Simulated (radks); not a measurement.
Q: Radial electron density D(r) = 4 pi r^2 rho(r) of an atom or ion with 20 electrons. Method: scalar-relativistic Kohn-Sham, LDA (Slater exchange, VWN5 correlation), spin-unpolarised, spherical densities, finite nucleus; Fermi nuclear charge, rms radius of each element as measured or else 0.836 A^(1/3) + 0.57 fm; computed with a radial shooting solver on a logarithmic mesh with Libxc functionals.

| r (bohr) | D(r) (e/bohr) |
|---|---|
| 0.00439 | 1.139 |
| 0.00507 | 1.474 |
| 0.005855 | 1.900 |
| 0.006708 | 2.403 |
| 0.007747 | 3.065 |
| 0.008947 | 3.885 |
| 0.01025 | 4.827 |
| 0.01184 | 6.024 |
| 0.01356 | 7.361 |
| 0.01566 | 9.002 |
| 0.01809 | 10.87 |
| 0.02073 | 12.81 |
| 0.02394 | 15.00 |
| 0.02764 | 17.24 |
| 0.03167 | 19.26 |
| 0.03658 | 21.14 |
| 0.0419 | 22.51 |
| 0.04839 | 23.36 |
| 0.05589 | 23.45 |
| 0.06403 | 22.82 |
| 0.07395 | 21.52 |
| 0.08472 | 19.95 |
| 0.09784 | 18.34 |
| 0.113 | 17.29 |
| 0.1295 | 17.19 |
| 0.1495 | 18.19 |
| 0.1727 | 20.14 |
| 0.1978 | 22.31 |
| 0.2285 | 24.10 |
| 0.2617 | 24.53 |
| 0.3023 | 23.12 |
| 0.3491 | 19.85 |
| 0.4 | 15.69 |
| 0.4619 | 11.25 |
| 0.5335 | 7.892 |
| 0.6112 | 6.305 |
| 0.7058 | 6.199 |
| 0.8087 | 6.924 |
| 0.9339 | 7.639 |
| 1.079 | 7.599 |
| 1.236 | 6.707 |
| 1.427 | 5.158 |
| 1.635 | 3.584 |
| 1.888 | 2.218 |
| 2.181 | 1.343 |
| 2.498 | 0.9232 |
| 2.885 | 0.7442 |
| 3.332 | 0.6658 |
| 3.818 | 0.5849 |
| 4.409 | 0.4602 |
| 5.051 | 0.3223 |
| 5.833 | 0.1887 |
| 6.737 | 0.09224 |
| 7.718 | 0.03907 |
| 8.914 | 0.01271 |
| 10.29 | 0.003251 |
| 11.79 | 0.0007039 |
| 13.62 | 0.0001050 |

What is the nuclear charge?

A: Z = 20. The innermost maximum, from 1s, lies near gamma/Z bohr with gamma = sqrt(1 - (Z/c)^2) = 0.989, here 0.0495 bohr (found: 0.0528), and its height grows with Z. The density is that of neutral calcium in [Ar] 4s2; the configuration itself is not fixed sharply by these data, and Z only to about a unit. D(r) has 3 maxima, at r = 0.0528, 0.254, 0.996 bohr, and minima at 0.122, 0.662 bohr, inside which lie 2.14, 10.36 electrons.
